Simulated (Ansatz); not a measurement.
Relaxation of FH$_{5}$W (7 atoms, charge 0, multiplicity 1), to a largest force component of 0.02 eV/Å in at most 40 steps.

Theory: RKS r2SCANh/def2-SVP (Ansatz).

```xyz
7
Properties=species:S:1:pos:R:3
W 0.000 0.000 0.000
F 0.000 0.000 1.850
H 1.720 0.000 0.000
H 0.000 1.720 0.000
H -1.720 0.000 0.000
H 0.000 -1.720 0.000
H 0.000 0.000 -1.720
```

Task: Where does it end, and by what steps?

Result: The run converged. The force dipped under the threshold on the way, but the program's further checks kept it going. After 23 steps the energy has fallen by 5.349 eV; H5 moved furthest, 0.60 Å.

```json
{"step": "0", "energy less start (eV)": "0.0000", "largest force component (eV/Å)": "6.696", "accepted": "yes"}
{"step": "1", "energy less start (eV)": "-1.8179", "largest force component (eV/Å)": "2.974", "accepted": "yes"}
{"step": "2", "energy less start (eV)": "-3.1777", "largest force component (eV/Å)": "3.644", "accepted": "yes"}
{"step": "3", "energy less start (eV)": "-4.0012", "largest force component (eV/Å)": "1.655", "accepted": "yes"}
{"step": "4", "energy less start (eV)": "-4.7509", "largest force component (eV/Å)": "0.831", "accepted": "yes"}
{"step": "5", "energy less start (eV)": "-4.8326", "largest force component (eV/Å)": "0.453", "accepted": "yes"}
{"step": "6", "energy less start (eV)": "-4.8570", "largest force component (eV/Å)": "0.124", "accepted": "yes"}
{"step": "7", "energy less start (eV)": "-4.8579", "largest force component (eV/Å)": "0.028", "accepted": "yes"}
{"step": "8", "energy less start (eV)": "-4.8579", "largest force component (eV/Å)": "0.002", "accepted": "yes"}
{"step": "9", "energy less start (eV)": "-4.8580", "largest force component (eV/Å)": "0.026", "accepted": "yes"}
{"step": "10", "energy less start (eV)": "-4.8584", "largest force component (eV/Å)": "0.053", "accepted": "yes"}
{"step": "11", "energy less start (eV)": "-4.8471", "largest force component (eV/Å)": "0.764", "accepted": "no"}
{"step": "12", "energy less start (eV)": "-4.8636", "largest force component (eV/Å)": "0.221", "accepted": "yes"}
{"step": "13", "energy less start (eV)": "-4.8809", "largest force component (eV/Å)": "0.528", "accepted": "yes"}
{"step": "14", "energy less start (eV)": "-4.8670", "largest force component (eV/Å)": "1.726", "accepted": "no"}
{"step": "15", "energy less start (eV)": "-4.9298", "largest force component (eV/Å)": "0.645", "accepted": "yes"}
{"step": "16", "energy less start (eV)": "-5.0019", "largest force component (eV/Å)": "0.757", "accepted": "yes"}
{"step": "17", "energy less start (eV)": "-5.1147", "largest force component (eV/Å)": "1.238", "accepted": "yes"}
{"step": "18", "energy less start (eV)": "-5.2485", "largest force component (eV/Å)": "1.444", "accepted": "yes"}
{"step": "19", "energy less start (eV)": "-5.2330", "largest force component (eV/Å)": "0.582", "accepted": "no"}
{"step": "20", "energy less start (eV)": "-5.3306", "largest force component (eV/Å)": "0.712", "accepted": "yes"}
{"step": "21", "energy less start (eV)": "-5.3458", "largest force component (eV/Å)": "0.224", "accepted": "yes"}
{"step": "22", "energy less start (eV)": "-5.3477", "largest force component (eV/Å)": "0.034", "accepted": "yes"}
{"step": "23", "energy less start (eV)": "-5.3493", "largest force component (eV/Å)": "0.013", "accepted": "yes"}
```

```xyz
7
Properties=species:S:1:pos:R:3
W -0.302 -0.304 0.372
F 0.254 0.236 2.092
H 1.218 0.084 -0.114
H 0.078 1.216 -0.117
H -1.618 0.427 -0.409
H 0.406 -1.621 -0.430
H -0.037 -0.039 -1.264
```

Whether the end is a true minimum wasn't checked by a vibrational analysis.

Run time: 2.2 min on 1 thread of Arm Neoverse V1, on a shared host, peak memory 0.16 GiB.
